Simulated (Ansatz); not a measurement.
Geometry optimisation, Ansatz 0.2.0, UKS PBE0/def2-SVP.

input.yaml

```yaml
crystal:
  periodic: [false, false, false]
  atoms:
    - { symbol: Si, position_ang: [0.0, 0.0, 0.0] }
    - { symbol: Cl, position_ang: [0.0, 0.0, 2.38] }
    - { symbol: F, position_ang: [1.4994, 0.0, -0.5295] }
    - { symbol: Cl, position_ang: [-1.0032, 1.7381, -0.7093] }
    - { symbol: F, position_ang: [-0.7489, -1.2974, -0.5295] }
    - { symbol: O, position_ang: [0.0, 0.0, 4.27] }
    - { symbol: H, position_ang: [-0.5144, -0.8011, 4.6071] }
magnetization:
  spin_polarized: true
  initial_magnetization: 1
basis:
  gaussian: { orbitals: def2-SVP }
hamiltonian:
  xc: pbe0
relax:
  f_tol: 0.15
  max_steps: 25
  restrain:
    - { distance: [1, 5], at: 1.59, k: 30.0 }
    - { distance: [0, 1], at: 3.33, k: 30.0 }
```

Run as:

```bash
$ ansatz run input.yaml --threads 4 --pin off --max-ram 5120MiB --backend cpu --events-out ev --progress --plain --runs-dir out
```

Question: Where does it end, and by what steps?

Answer: It converged. The restraints hold the end off the free minimum; the threshold counts their pulls, which the force column leaves out. Restrained pairs: Cl2–O6 (1.89 → 1.64 Å), Si1–Cl2 (2.38 → 3.33 Å). After 13 steps the energy has risen by 0.724 eV (the restraints' own energy left out); Cl2 moved furthest, 0.74 Å.

```json
{"step": "0", "energy less start (eV)": "0.0000", "largest force component (eV/Å)": "4.309", "accepted": "yes"}
{"step": "1", "energy less start (eV)": "0.7274", "largest force component (eV/Å)": "2.594", "accepted": "yes"}
{"step": "2", "energy less start (eV)": "1.4306", "largest force component (eV/Å)": "4.626", "accepted": "yes"}
{"step": "3", "energy less start (eV)": "0.9223", "largest force component (eV/Å)": "2.621", "accepted": "yes"}
{"step": "4", "energy less start (eV)": "0.7685", "largest force component (eV/Å)": "1.665", "accepted": "yes"}
{"step": "5", "energy less start (eV)": "0.7341", "largest force component (eV/Å)": "1.704", "accepted": "yes"}
{"step": "6", "energy less start (eV)": "0.7273", "largest force component (eV/Å)": "1.631", "accepted": "yes"}
{"step": "7", "energy less start (eV)": "0.7270", "largest force component (eV/Å)": "1.630", "accepted": "yes"}
{"step": "8", "energy less start (eV)": "0.7271", "largest force component (eV/Å)": "1.517", "accepted": "yes"}
{"step": "9", "energy less start (eV)": "0.7249", "largest force component (eV/Å)": "1.557", "accepted": "yes"}
{"step": "10", "energy less start (eV)": "0.7117", "largest force component (eV/Å)": "1.083", "accepted": "no"}
{"step": "11", "energy less start (eV)": "0.7203", "largest force component (eV/Å)": "1.461", "accepted": "yes"}
{"step": "12", "energy less start (eV)": "0.7108", "largest force component (eV/Å)": "1.212", "accepted": "no"}
{"step": "13", "energy less start (eV)": "0.7243", "largest force component (eV/Å)": "1.530", "accepted": "yes"}
```

```xyz
7
Properties=species:S:1:pos:R:3
Si 0.088 0.088 -0.269
Cl 0.303 0.012 3.050
F 1.451 -0.003 -1.126
Cl -1.003 1.695 -0.917
F -0.743 -1.261 -0.573
O -0.273 0.007 4.590
H -0.589 -0.898 4.734
```

Time of the run: 57 s on 4 threads of AMD EPYC 7R43 64-Core Processor (Zen 3) (shared host), peak memory 0.36 GiB.
